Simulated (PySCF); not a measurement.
WOF3, SMILES [F][W+]([F])(=[O])[F], charge +1, multiplicity 1. Atoms are numbered in the order given.

```xyz
5

W      0.0000     0.0000     0.0054
O      0.0000     0.0000    -1.6695
F      1.5183     0.8766     0.4798
F      0.0000    -1.7532     0.4798
F     -1.5183     0.8766     0.4798
```
Charge +1, spin multiplicity 1.

Geometry: PBE-D3(BJ)/def2-SVP. The multiplicity is an assumed one; other spin states were not compared. The isomer is the one that the SMILES or the coordinates give; other isomers of the formula were not compared. The def2 effective core potentials stand for the cores of W; spin–orbit coupling is left out.

The numbers are results of PBE-D3(BJ)/def2-SVP (PySCF 2.14.0), not measurements.

Frequencies are harmonic and unscaled.

Modes within 1.5 cm⁻¹ of each other (mostly degenerate sets) share a row, with their intensities summed.

Computed normal modes with their intensities:
```
mode  ν (cm⁻¹)  IR (km/mol)  moving atoms (share of kinetic energy)
----  --------  -----------  --------------------------------------
1–2        176         11.0                           F 91 %, W 9 %
3          204          7.9                          F 80 %, W 18 %
4–5        290          6.1                          O 63 %, F 32 %
6          764         22.5                                  F 98 %
7–8        779        169.2                          F 86 %, W 14 %
9         1074         46.5                           O 92 %, W 8 %
```
